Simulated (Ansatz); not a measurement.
Geometry optimisation, Ansatz, RKS PBE0/def2-SVP.

The input (input.yaml):

```yaml
crystal:
  periodic: [false, false, false]
  atoms:
    - { symbol: Al, position_ang: [0.4523, -0.4987, -0.0471] }
    - { symbol: F, position_ang: [-0.9834, -1.9828, -0.4909] }
    - { symbol: O, position_ang: [1.3964, -1.8045, -0.2109] }
    - { symbol: H, position_ang: [0.2024, -2.2062, -0.4119] }
    - { symbol: C, position_ang: [-0.1745, 1.3501, 0.2476] }
    - { symbol: H, position_ang: [0.4568, 1.8575, 0.9825] }
    - { symbol: H, position_ang: [-1.2053, 1.3563, 0.6101] }
    - { symbol: H, position_ang: [-0.1446, 1.9283, -0.6793] }
basis:
  gaussian: { orbitals: def2-SVP }
hamiltonian:
  xc: pbe0
relax:
  f_tol: 0.15
  max_steps: 25
  restrain:
    - { distance: [3, 1], at: 2.18, k: 30.0 }
    - { distance: [0, 1], at: 1.78, k: 30.0 }
    - { distance: [3, 2], at: 0.97, k: 30.0 }
```

Command:

```bash
$ ansatz run input.yaml --threads 2 --pin off --max-ram 3072MiB --backend cpu --events-out ev --progress --plain --runs-dir out
```

Q: Where does it end, and by what steps?

A: The run converged. The restraints hold the end off the free minimum. After 7 steps the energy has fallen by 2.555 eV (the restraints' own energy left out); H4 moved furthest, 0.68 Å. Joined: O3–H4 (1.28 → 0.97 Å).

```json
{"step": "0", "energy less start (eV)": "0.0000", "largest force component (eV/Å)": "2.303", "accepted": "yes"}
{"step": "1", "energy less start (eV)": "-0.7984", "largest force component (eV/Å)": "3.738", "accepted": "yes"}
{"step": "2", "energy less start (eV)": "-1.6282", "largest force component (eV/Å)": "3.490", "accepted": "yes"}
{"step": "3", "energy less start (eV)": "-2.3700", "largest force component (eV/Å)": "1.255", "accepted": "yes"}
{"step": "4", "energy less start (eV)": "-2.4403", "largest force component (eV/Å)": "1.312", "accepted": "yes"}
{"step": "5", "energy less start (eV)": "-2.5406", "largest force component (eV/Å)": "1.429", "accepted": "yes"}
{"step": "6", "energy less start (eV)": "-2.5457", "largest force component (eV/Å)": "1.086", "accepted": "yes"}
{"step": "7", "energy less start (eV)": "-2.5545", "largest force component (eV/Å)": "1.187", "accepted": "yes"}
```

```xyz
8
Properties=species:S:1:pos:R:3
Al -0.001 -0.586 -0.102
F -1.245 -1.722 -0.496
O 1.347 -1.630 -0.160
H 0.841 -2.426 -0.396
C -0.205 1.298 0.244
H 0.567 1.667 0.937
H -1.193 1.530 0.669
H -0.110 1.868 -0.695
```

Run time: 24 s on 2 threads of Arm Neoverse N1 (shared host), peak memory 0.15 GiB.
